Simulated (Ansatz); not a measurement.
# A barrier at the coupled-cluster level

Start structure (CH₇Ge, doublet), relaxed at PBE0-D4/def2-TZVP:

```
9
angstrom
H 0.0295 -1.6406 0.5639
C -0.8056 -1.1637 1.0768
Ge 1.1244 1.1238 -1.3706
H -0.4367 -0.3323 1.6768
H -1.5202 -0.7934 0.3421
H -1.2951 -1.8898 1.7250
H -0.3694 1.1195 -1.7407
H 1.3365 1.5895 0.0808
H 1.9366 1.9868 -2.3541
```

The step: GeH₃ + CH₄ → GeH₄ + CH₃; bonds formed: H1–Ge3; bonds broken: H1–C2. Computed with Ansatz 0.2.0 (basis: def2-TZVPP and def2-QZVPP); correlated methods freeze the cores; orbitals are unrestricted. Filled d shells of the heavier atoms are correlated. The def2 sets are not built for correlating such inner shells, so the correlated values are less sure here. Extrapolation: Hartree–Fock as exp(−7.88 √X), correlation as X^−2.97. Energies below are by CCSD(T) at an estimated basis limit (MP2 extrapolated from triple and quadruple zeta, plus CCSD(T) − MP2 in triple zeta).

Q: What are the electronic barrier and the energy of the step, from the start structure to the end structure? (To be estimated.)

A: The calculation gives: Barrier 116.5 kJ/mol; step energy 92.0 kJ/mol (uphill); reverse barrier, their difference, 24.5 kJ/mol. Barrier and step energy count from the start structure, the reverse barrier from the end structure.

The saddle point: One imaginary mode of 438i cm⁻¹.
```
  pair  start (Å)  saddle (Å)  end (Å)
H1–Ge3       3.55        1.62     1.54
 H1–C2       1.09        1.73     2.87
```

Zero-point energy (harmonic, PBE0-D4): ZPE is 172.0 kJ/mol at the start and 158.3 kJ/mol at the saddle, so the barrier goes from 116.5 to 102.8 kJ/mol.

T1 diagnostic: at most 0.014. ⟨S²⟩ of the unrestricted Hartree–Fock references: 0.75 to 0.77 (a pure state has 0.75).

Radical steps of this kind take place in plasma deposition and etching.

For scale, one of the runs: CCSD(T)/def2-TZVPP, 177 basis functions, launched by `ansatz run in.yaml --threads 4 --pin off --events-out ev --progress --plain --max-ram 9574MiB`. The run took 110 s on 4 CPU threads of an Arm Neoverse V1 (shared host), with 4.2 GiB of host memory at its peak.
